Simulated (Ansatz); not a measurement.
One change: `C[SiH2][NH][GeH3]` becomes `CO[SiH2][NH][GeH3]`.

Ansatz, PBE0-D4/def2-TZVP geometries, multiplicity 1. Each molecule was computed in one conformer, which needn't be the lowest.

Scalar relativity is left out up to krypton.

```csv
property,`C[SiH2][NH][GeH3]`
LUMO energy (ωB97M-V/def2-TZVPP) / eV,1.90
size of the dipole moment (B3LYP/def2-TZVPP) / D,1.04
size of the dipole moment (PBE/def2-TZVPP) / D,1.08
LUMO energy (B3LYP/def2-TZVPP) / eV,0.04
size of the dipole moment (ωB97M-V/def2-TZVPP) / D,1.05
LUMO energy (PBE0/def2-TZVPP) / eV,0.28
```

**Question.** What does the change do to each property? (Best estimate.)

**Answer.** Ansatz gave: 
```csv
property,`CO[SiH2][NH][GeH3]`,shift
LUMO energy (ωB97M-V/def2-TZVPP) / eV,1.92,0.02
size of the dipole moment (B3LYP/def2-TZVPP) / D,0.23,-0.81
size of the dipole moment (PBE/def2-TZVPP) / D,0.27,-0.81
LUMO energy (B3LYP/def2-TZVPP) / eV,0.04,0.00
size of the dipole moment (ωB97M-V/def2-TZVPP) / D,0.24,-0.81
LUMO energy (PBE0/def2-TZVPP) / eV,0.28,0.00
```

Dipoles are sizes alone; their direction can turn.

B3LYP here is the variant with VWN-RPA as its local correlation; programs differ in this.
